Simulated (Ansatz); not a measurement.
Harmonic frequencies (cm⁻¹) at PBE0-D4/def2-TZVP from Ansatz: 29, 42, 131, 137, 141, 150, 157, 427, 493, 497, 503, 523, 532, 659, 683, 1172, 1177, 1409, 1413, 1415, 1417, 3012, 3014, 3095, 3098, 3107, 3109.

Problem. Which molecule is it?
A. `[CH3][Zr]([NH2])([OH])[F]`
B. `[CH3][Zr]([CH3])([F])[F]`
C. `[NH2][Zr]([NH2])([NH2])[F]`
D. `[CH3][Zr]([NH2])([OH])[OH]`

Solution. B.
